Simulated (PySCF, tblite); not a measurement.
Isomers of C5H7OP. All values are computed: GFN2-xTB (tblite) harmonic vibrations without scaling, gas phase. Errors from tens to a few hundred cm⁻¹ against measured bands are possible. Modes of hydrogen on phosphorus can be 10 to 20 % off. One conformer each.

Electronic energies: PBE0/pcSseg-1 single points on the GFN2-xTB geometries (PySCF, gas phase).

| SMILES | electronic energy, lowest = 0 (kcal/mol) |
| --- | --- |
| C#CP(C)C(C)=O | 37.8 |
| CPc1ccoc1 | 9.3 |
| CCc1cocp1 | 5.4 |
| Cc1coc(C)p1 | 0.0 |
| O=P1(C2CC2)C=C1 | 46.4 |

Task: How do GFN2-xTB zero-point energies change the relative energies?

Result: 
```json
{"SMILES": "Cc1coc(C)p1", "ZPE (kcal/mol)": "67.4", "of it from modes above 1550 cm⁻¹": "32.6", "electronic (kcal/mol)": "0.0", "with ZPE, lowest = 0 (kcal/mol)": "0.0", "lowest mode (cm⁻¹)": "46", "rings": "1"}
{"SMILES": "CCc1cocp1", "ZPE (kcal/mol)": "68.1", "of it from modes above 1550 cm⁻¹": "30.4", "electronic (kcal/mol)": "5.4", "with ZPE, lowest = 0 (kcal/mol)": "6.1", "lowest mode (cm⁻¹)": "33", "rings": "1"}
{"SMILES": "CPc1ccoc1", "ZPE (kcal/mol)": "65.6", "of it from modes above 1550 cm⁻¹": "32.0", "electronic (kcal/mol)": "9.3", "with ZPE, lowest = 0 (kcal/mol)": "7.6", "lowest mode (cm⁻¹)": "34", "rings": "1"}
{"SMILES": "C#CP(C)C(C)=O", "ZPE (kcal/mol)": "63.6", "of it from modes above 1550 cm⁻¹": "36.3", "electronic (kcal/mol)": "37.8", "with ZPE, lowest = 0 (kcal/mol)": "34.1", "lowest mode (cm⁻¹)": "40", "rings": "0"}
{"SMILES": "O=P1(C2CC2)C=C1", "ZPE (kcal/mol)": "65.9", "of it from modes above 1550 cm⁻¹": "33.2", "electronic (kcal/mol)": "46.4", "with ZPE, lowest = 0 (kcal/mol)": "45.0", "lowest mode (cm⁻¹)": "45", "rings": "2"}
```

The zero-point energies span 4.5 kcal/mol, from `C#CP(C)C(C)=O` to `CCc1cocp1`. The order is unchanged.

Task: And how do the electronic energies of GFN2-xTB itself compare?

Result: `Cc1coc(C)p1` 0.0; `CCc1cocp1` 3.6; `CPc1ccoc1` 6.4; `C#CP(C)C(C)=O` 51.2; `O=P1(C2CC2)C=C1` 47.5 kcal/mol, lowest = 0. Against the energies above, taken from the same isomer `Cc1coc(C)p1`, the largest difference is 13.4 kcal/mol.

Task: What do entropy and thermal enthalpy add at 298.15 K and 1 bar (rigid rotor, harmonic oscillator, one conformer each)?

Result: 
| SMILES | point group | symmetry number | S (cal/(mol K)) | H − H(0) (kcal/mol) | ZPE + H − H(0) − TS (kcal/mol) |
| --- | --- | --- | --- | --- | --- |
| CCc1cocp1 | C1 | 1 | 84.8 | 5.03 | 47.9 |
| CPc1ccoc1 | C1 | 1 | 86.5 | 5.24 | 45.1 |
| C#CP(C)C(C)=O | C1 | 1 | 97.1 | 6.72 | 41.4 |
| O=P1(C2CC2)C=C1 | Cs | 1 | 86.1 | 5.35 | 45.6 |

Not tabulated: `Cc1coc(C)p1` (point group not settled).
